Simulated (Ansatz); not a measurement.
Ansatz (a quantum-chemistry and plane-wave program) input (CCSD(T)/def2-SVPD):

Ansatz 0.2 input:
```yaml
crystal:
  periodic: [false, false, false]
  atoms:
    - {symbol: K, position_ang: [-0.00000000, -0.00000000, -1.30365535]}
    - {symbol: S, position_ang: [0.00000000, 0.00000000, 1.54809072]}
basis:
  gaussian:
    orbitals: def2-SVPD
magnetization: {spin_polarized: true, initial_magnetization: 1}
correlation: {method: ccsd_t, electrons: outside_noble_gas}
output: {forces: true}
```

End of the output:

```
mean field evaluation 640: about -27113.0735 eV, gradient 6.9e-2 eV
mean field evaluation 672: about -27112.7678 eV, gradient 6.2e-1 eV
mean field evaluation 704: about -27112.8319 eV, gradient 2.3e-2 eV
mean field evaluation 736: about -27112.9126 eV, gradient 4.5e-1 eV
mean field -27116.43471240 eV, -996.5105955013 hartree, gradient 1.6e-6 eV, S^2 0.759128; 13 other end points of the search recorded, 0 dependent functions left out
determinant -27116.43471240 eV, -996.5105955013 hartree, with singles and doubles -27120.12414857 eV, -996.6461797797 hartree
determinant -27116.15793505 eV, -996.5004241211 hartree, with singles and doubles -27119.87526390 eV, -996.6370334365 hartree
determinant -27114.29738253 eV, -996.4320500770 hartree, with singles and doubles -27117.32257118 eV, -996.5432237096 hartree
determinant -27113.79143511 eV, -996.4134568525 hartree, with singles and doubles -27116.85391632 eV, -996.5260009610 hartree
determinant -27113.61208497 eV, -996.4068658563 hartree, with singles and doubles -27116.66869640 eV, -996.5191942544 hartree
determinant -27113.07323510 eV, -996.3870634889 hartree, with singles and doubles -27116.13200002 eV, -996.4994710264 hartree
determinant -27116.43471240 eV, -996.5105955013 hartree, with singles and doubles -27120.12596506 eV, -996.6462465343 hartree
determinant -27116.15793505 eV, -996.5004241211 hartree, with singles and doubles -27119.87863586 eV, -996.6371573538 hartree
14 core orbitals not correlated
reference -27116.43471240 eV, -996.5105955013 hartree; 4, 3 occupied and 36, 37 virtual orbitals, 504 factors
densities: 0.13 GiB planned
second order -3.21483179 eV of doubles, -0.00000000 eV of singles
coupled cluster: 0.12 GiB planned
cycle   1  -3.69125328 eV  change   -6.3e-7 eV  update   4.0e-6
cycle   2  -3.69125374 eV  change   -4.6e-7 eV  update   2.7e-6
cycle   3  -3.69125451 eV  change   -7.7e-7 eV  update   1.8e-6
cycle   4  -3.69125452 eV  change   -5.1e-9 eV  update   5.4e-7
cycle   5  -3.69125449 eV  change    2.7e-8 eV  update   3.0e-7
cycle   6  -3.69125452 eV  change   -3.2e-8 eV  update   1.0e-7
perturbative correction -0.09986003 eV, -0.0036697883 hartree
the calculation of the forces begins
Total energy: -27120.22582696 eV, -996.6499163913 hartree
Atom 0 at    -0.000000    -0.000000    -1.303655 Å, force    -0.000000    -0.000000    -0.417706 eV/Å
Atom 1 at     0.000000     0.000000     1.548091 Å, force     0.000000    -0.000000     0.417706 eV/Å
Dipole moment:    -0.000000    -0.000000    -2.320544 e Å
```
